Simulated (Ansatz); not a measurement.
`[F][Cd][SH]` + H–F → `[F][Cd][F]` + H₂S at 298.15 K and 1 bar (ligand exchange at a Cd–S bond).

Computed with Ansatz on PBE0-D4/def2-TZVP structures; ΔE is electronic, products minus reactants. CBS: MP2 limit from def2 TZ/QZ plus the TZ coupled-cluster correction, frozen cores. This one scheme is used for every species. def2 core potentials past Kr. For Cd outer-core shells are correlated without core-valence functions, which leaves a few kJ/mol of doubt a bond. One conformer a species, not always the lowest.

```
      species  CCSD(T)/CBS energy (Eh)  H − E (kJ/mol)  S (J/(mol·K))
`[F][Cd][SH]`               -665.92675            42.5          304.2
          H–F               -100.39570            33.5          173.6
 `[F][Cd][F]`               -367.32284            21.8          263.5
          H₂S               -398.97279            49.9          205.7
```

H − E and S are ideal-gas, rigid-rotor, harmonic terms from PBE0-D4/def2-TZVP, for one conformer and one mirror image of each species. 1 Eh = 2625.50 kJ/mol, R = 8.31446 J/(mol·K).

Question: By hand: ΔE, ΔH, ΔS and ΔG.

Answer: ΔE = (-367.32284) + (-398.97279) − (-665.92675) − (-100.39570) = 0.02682 Eh = 70.4 kJ/mol. Δ(H − E) = 21.8 + 49.9 − 42.5 − 33.5 = -4.3, so ΔH = 66.1 kJ/mol. ΔS = 263.5 + 205.7 − 304.2 − 173.6 = -8.6 J/(mol·K). ΔG = 66.1 − 298.15 × (-8.6)/1000 = 68.7 kJ/mol.

Question: By hand: the equilibrium constant, and the temperature at which ΔG would vanish if ΔH and ΔS stayed fixed.

Answer: log₁₀ K = −ΔG/(RT ln 10) = -12.0. ΔH and −TΔS have one sign here, so there is no such temperature.

The number of gas molecules stays the same, so ΔS is small and ΔH decides. A doubt of 5 kJ/mol in ΔE shifts log₁₀ K by 0.9 here. Other conformers and mirror images would add mixing entropy, several J/(mol·K) or more a flexible species. These are equilibria of isolated gas molecules and say nothing of rates. Largest T1 diagnostic: 0.018 (customary marks: 0.02 for closed shells, 0.045 for open ones).

ΔS is within the doubt of such terms, so its sign, and with it that verdict, could turn.
